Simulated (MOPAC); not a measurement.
Input for MOPAC: PM3 on C2H6OSi (SMILES C=C[SiH2]O).

```
PM3 1SCF PRECISE CHARGE=0 THREADS=1
C2H6OSi

C      1.55145284 1    -0.33039685 1    -0.95646522 1
C      0.90948706 1     0.11373448 1     0.12271888 1
Si    -0.90112995 1    -0.16581342 1     0.39554842 1
O     -1.62191408 1     1.31356765 1     0.57504267 1
H      2.61643677 1    -0.18203781 1    -1.10194550 1
H      1.03495374 1    -0.86468506 1    -1.74731696 1
H      1.48083782 1     0.64781761 1     0.87860522 1
H     -1.44163070 1    -0.90480086 1    -0.77309126 1
H     -1.14150325 1    -0.97776013 1     1.61751331 1
H     -2.48699026 1     1.35037439 1     0.98939043 1
```

The log:

```
*******************************************************************************
 **                                                                           **
 **                              MOPAC v23.2.5                                **
 **                                                                           **
 *******************************************************************************
 ** MOPAC's Digital Object Identifier: https://doi.org/10.5281/zenodo.6511958 **
 **                                                                           **
 ** Please cite the open-source release paper for use of this MOPAC version:  **
 ** J. E. Moussa and J. J. P. Stewart (2026)                                  **
 ** MOPAC: An open-source semiempirical molecular orbital program             **
 ** J. Open Source Softw., 11(119), 8025, https://doi.org/10.21105/joss.08025 **
 *******************************************************************************

                              PM3 CALCULATION RESULTS

 *******************************************************************************
 *  PM3        - The PM3 Hamiltonian to be used
 *
 *
 *
 *                 CHARGE ON SYSTEM = 0
 *
 *
 *
 *  PRECISE    - TIGHTER CRITERIA TO BE USED
 *  1SCF       - DO 1 SCF AND THEN STOP
 *  THREADS=1  - MULTI-THREADING NOT USED
 *  T=         - A TIME OF 172800.0 SECONDS REQUESTED
 *  DUMP=N     - RESTART FILE WRITTEN EVERY 7200.0 SECONDS REQUESTED
 *******************************************************************************
PM3 1SCF PRECISE CHARGE=0 THREADS=1
 C2H6OSi

   ATOM   CHEMICAL          X               Y               Z
  NUMBER   SYMBOL      (ANGSTROMS)     (ANGSTROMS)     (ANGSTROMS)

     1       C          1.55145284  *  -0.33039685  *  -0.95646522  *
     2       C          0.90948706  *   0.11373448  *   0.12271888  *
     3      Si         -0.90112995  *  -0.16581342  *   0.39554842  *
     4       O         -1.62191408  *   1.31356765  *   0.57504267  *
     5       H          2.61643677  *  -0.18203781  *  -1.10194550  *
     6       H          1.03495374  *  -0.86468506  *  -1.74731696  *
     7       H          1.48083782  *   0.64781761  *   0.87860522  *
     8       H         -1.44163070  *  -0.90480086  *  -0.77309126  *
     9       H         -1.14150325  *  -0.97776013  *   1.61751331  *
    10       H         -2.48699026  *   1.35037439  *   0.98939043  *



          CARTESIAN COORDINATES

    NO.       ATOM           X           Y           Z

     1         C          1.5515     -0.3304     -0.9565
     2         C          0.9095      0.1137      0.1227
     3        Si         -0.9011     -0.1658      0.3955
     4         O         -1.6219      1.3136      0.5750
     5         H          2.6164     -0.1820     -1.1019
     6         H          1.0350     -0.8647     -1.7473
     7         H          1.4808      0.6478      0.8786
     8         H         -1.4416     -0.9048     -0.7731
     9         H         -1.1415     -0.9778      1.6175
    10         H         -2.4870      1.3504      0.9894

  H: (PM3): J. J. P. STEWART, J. COMP. CHEM. 10, 209 (1989).
  C: (PM3): J. J. P. STEWART, J. COMP. CHEM. 10, 209 (1989).
  O: (PM3): J. J. P. STEWART, J. COMP. CHEM. 10, 209 (1989).
 Si: (PM3): J. J. P. STEWART, J. COMP. CHEM. 10, 209 (1989).

           Empirical Formula: C2 H6 O Si  =    10 atoms



      MOLECULAR POINT GROUP   :   C1


      RHF CALCULATION, NO. OF DOUBLY OCCUPIED LEVELS = 12


 -------------------------------------------------------------------------------
 PM3 1SCF PRECISE CHARGE=0 THREADS=1
 C2H6OSi



     1SCF WAS SPECIFIED, SO BFGS WAS NOT USED
     SCF FIELD WAS ACHIEVED


                              PM3 CALCULATION
                                                       MOPAC v23.2.5 Linux




          FINAL HEAT OF FORMATION =        -52.86501 KCAL/MOL =    -221.18721 KJ/MOL


          COSMO AREA              =        118.17 SQUARE ANGSTROMS
          COSMO VOLUME            =        106.25 CUBIC ANGSTROMS

          IONIZATION POTENTIAL    =          9.771653 EV
          HOMO LUMO ENERGIES (EV) =         -9.772  0.916
          NO. OF FILLED LEVELS    =         12
          MOLECULAR WEIGHT        =         74.1543         POINT GROUP:  C1

          MOLECULAR DIMENSIONS (Angstroms)

            Atom       Atom       Distance
            H    10    H     5     5.72424
            H     8    H     7     3.34108
            O     4    H     9     2.43613


          SCF CALCULATIONS        =          1





   ATOM   CHEMICAL          X               Y               Z
  NUMBER   SYMBOL      (ANGSTROMS)     (ANGSTROMS)     (ANGSTROMS)

     1       C          1.55145284  *  -0.33039685  *  -0.95646522  *
     2       C          0.90948706  *   0.11373448  *   0.12271888  *
     3      Si         -0.90112995  *  -0.16581342  *   0.39554842  *
     4       O         -1.62191408  *   1.31356765  *   0.57504267  *
     5       H          2.61643677  *  -0.18203781  *  -1.10194550  *
     6       H          1.03495374  *  -0.86468506  *  -1.74731696  *
     7       H          1.48083782  *   0.64781761  *   0.87860522  *
     8       H         -1.44163070  *  -0.90480086  *  -0.77309126  *
     9       H         -1.14150325  *  -0.97776013  *   1.61751331  *
    10       H         -2.48699026  *   1.35037439  *   0.98939043  *

                             CARTESIAN COORDINATES

   1    C        1.551452840    -0.330396850    -0.956465220
   2    C        0.909487060     0.113734480     0.122718880
   3   Si       -0.901129950    -0.165813420     0.395548420
   4    O       -1.621914080     1.313567650     0.575042670
   5    H        2.616436770    -0.182037810    -1.101945500
   6    H        1.034953740    -0.864685060    -1.747316960
   7    H        1.480837820     0.647817610     0.878605220
   8    H       -1.441630700    -0.904800860    -0.773091260
   9    H       -1.141503250    -0.977760130     1.617513310
  10    H       -2.486990260     1.350374390     0.989390430


           Empirical Formula: C2 H6 O Si  =    10 atoms



      MOLECULAR POINT GROUP   :   C1


                  EIGENVALUES
 -35.56895 -32.29470 -20.21693 -16.80576 -16.00448 -15.28209 -14.03490 -13.01206
 -11.95994 -10.67265 -10.19351  -9.77165   0.91564   1.07617   1.69496   2.24381
   2.51740   4.09143   4.38266   5.49242   5.51292   5.96015


              NET ATOMIC CHARGES AND DIPOLE CONTRIBUTIONS

  ATOM NO.   TYPE          CHARGE      No. of ELECS.   s-Pop       p-Pop
    1          C          -0.122305        4.1223     1.18436     2.93795
    2          C          -0.272488        4.2725     1.22873     3.04376
    3         Si           0.716383        3.2836     0.92682     2.35680
    4          O          -0.484203        6.4842     1.75046     4.73374
    5          H           0.067298        0.9327     0.93270
    6          H           0.073716        0.9263     0.92628
    7          H           0.089171        0.9108     0.91083
    8          H          -0.132635        1.1326     1.13263
    9          H          -0.135932        1.1359     1.13593
   10          H           0.200994        0.7990     0.79901
 DIPOLE           X         Y         Z       TOTAL
 POINT-CHG.    -0.321    -1.149     0.218     1.213
 HYBRID        -0.221     0.179     0.234     0.368
 SUM           -0.542    -0.971     0.452     1.200


          ATOMIC ORBITAL ELECTRON POPULATIONS

     Atom    s        px        py        pz
    1  C   1.18436   0.98133   0.98472   0.97190
    2  C   1.22873   1.04827   1.00255   0.99294
    3 Si   0.92682   0.78027   0.70762   0.86891
    4  O   1.75046   1.38050   1.52361   1.82963
    5  H   0.93270
    6  H   0.92628
    7  H   0.91083
    8  H   1.13263
    9  H   1.13593
   10  H   0.79901

 **********************
 *                    *
 * JOB ENDED NORMALLY *
 *                    *
 **********************




 == MOPAC DONE ==
```

The run finished.

Cost: very roughly 0.03 core-seconds.
